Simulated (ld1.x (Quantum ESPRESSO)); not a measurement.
## A failed generation for carbon (C)

Input:

```
&input
   title='C', zed=6., rel=1, dft='PBESOL', iswitch=3,
   config='[He] 2s2 2p2 3d-2',
   nld=3, rlderiv=1.20, eminld=-3.0, emaxld=5.0, deld=0.02
 /
 &inputp
   pseudotype=2, tm=.false., lloc=1,
   nlcc=.true., new_core_ps=.true., rcore=0.80,
   file_pseudopw='C.UPF', file_wfcaegen='ae.wfc', file_wfcncgen='nc.wfc', file_beta='beta', file_chi='chi'
 /
3
2S  1  0   2.00   0.00  0.72  0.72  0.0
3D  3  2  -2.00   0.15  0.92  0.92  0.0
2P  2  1   2.00   0.00  1.08  1.08  0.0
 &test
   configts(1)='2s2 2p2'
 /
```

```bash
ld1.x < C.in > C.out
```

End of the output:

```

     ------------------------ End of All-electron run ------------------------

     --------------------- Generating NC pseudopotential ---------------------

      Generating local pot.: lloc=1, matching radius rcloc =   1.0800

      Computing core charge for nlcc:

       r > 0.81 : true rho core
      Core charge pseudized with two Bessel functions
      Integrated core pseudo-charge :   0.40
     Message from routine compute phi:
     negative determinant

      ld=   1.947182 f2ae  3.192881 faenor  0.069006
           0        1074        1073   100.30750631201370

 %%%%%%%%%%%%%%%%%%%%%%%%%%%%%%%%%%%%%%%%%%%%%%%%%%%%%%%%%%%%%%%%%%%%%%%%%%%%%%
     Error in routine compute_chi (1):
     n is too large
 %%%%%%%%%%%%%%%%%%%%%%%%%%%%%%%%%%%%%%%%%%%%%%%%%%%%%%%%%%%%%%%%%%%%%%%%%%%%%%

     stopping ...
```

Why did it fail, and what change makes it run?

The run stopped because the Bessel-function wave could not be built (negative determinant in compute_phi), and the routine for χ then failed on it. A run that differs only in the following succeeds: all radii but the core radius scaled by about 1.31 (s 0.95, p 1.40, d 1.20 bohr). The answer isn't unique; the calculation gave this one.
